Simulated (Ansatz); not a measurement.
## Ansatz (development build ahead of 0.2.0) run

```yaml
crystal:
  periodic: [false, false, false]
  atoms:
    - { symbol: Sc, position_ang: [-0.0411, 0.02838, 0.00234] }
    - { symbol: F, position_ang: [1.78468, 0.02846, -0.01694] }
    - { symbol: F, position_ang: [-0.90216, 1.62661, -0.0077] }
    - { symbol: F, position_ang: [-0.90604, -1.5912, -0.04797] }
basis:
  gaussian: { orbitals: def2-TZVP }
hamiltonian:
  xc: hf
correlation:
  method: mp2
  frozen_orbitals: { F: 1, Sc: 5 }
```

The input is written out in the form of the current development build from the run's settings.

Results

```yaml
Converged: yes
Reference_energy: -1058.48050 hartree
Correlation_energy: -1.03935 hartree
Total_energy: -1059.51986 hartree
Spin_squared_of_the_determinant: 0.000
```
